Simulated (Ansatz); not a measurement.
A search over several starts for the lowest SCF solution of C₂H₇Sb⁺, that is SbH2Et with one electron fewer at the given spin, in a small basis.

```yaml
crystal:
  periodic: [false, false, false]
  atoms:
    - {symbol: Sb, position_ang: [1.164060, 1.352611, 0.704543]}
    - {symbol: H, position_ang: [2.405179, 1.531939, -0.470677]}
    - {symbol: H, position_ang: [0.135276, 2.420921, -0.165266]}
    - {symbol: C, position_ang: [0.321154, -0.434069, -0.242546]}
    - {symbol: C, position_ang: [-1.064307, -0.768848, 0.282756]}
    - {symbol: H, position_ang: [1.031863, -1.250955, -0.040562]}
    - {symbol: H, position_ang: [0.314267, -0.267162, -1.329093]}
    - {symbol: H, position_ang: [-1.453884, -1.691390, -0.178790]}
    - {symbol: H, position_ang: [-1.065634, -0.926198, 1.373498]}
    - {symbol: H, position_ang: [-1.787973, 0.033151, 0.066136]}
basis:
  gaussian: {orbitals: def2-SVP}
total_charge: 1
magnetization: {spin_polarized: true, initial_magnetization: 1}
hamiltonian: {xc: pbe0, dispersion: d4}
output: {orbitals: {seedname: orbitals}}
```

```sh
$ ansatz run in.yaml --threads 2 --pin off --events-out ev --progress --plain --max-ram 4352MiB
```

Output, abridged:

```
Functional definition: PBE0
990 factors; integrals over basis functions are off by at most 1.3e-3 eV
mean field evaluation 1: about -8697.0025 eV, gradient 5.1e1 eV
mean field evaluation 2: about -8629.7527 eV, gradient 9.7e1 eV
mean field evaluation 4: about -8711.7722 eV, gradient 4.4e0 eV
mean field evaluation 8: about -8712.0588 eV, gradient 1.1e0 eV
mean field evaluation 16: about -8712.0786 eV, gradient 7.1e-3 eV
mean field -8712.07860110 eV, -320.1629833313 hartree, gradient 6.4e-5 eV, S^2 0.754342; 2 other end points of the search recorded, 0 dependent functions left out
reference -8712.07862847 eV, -320.1629843371 hartree; 21, 20 occupied and 68, 69 virtual orbitals, 990 factors
Total energy: -8712.20870058 eV, -320.1677643991 hartree
```

Run time 3.9 s (2 threads of Arm Neoverse V1 on a shared host).

In the def2 sets Sb takes a core potential; there is no spin–orbit coupling.
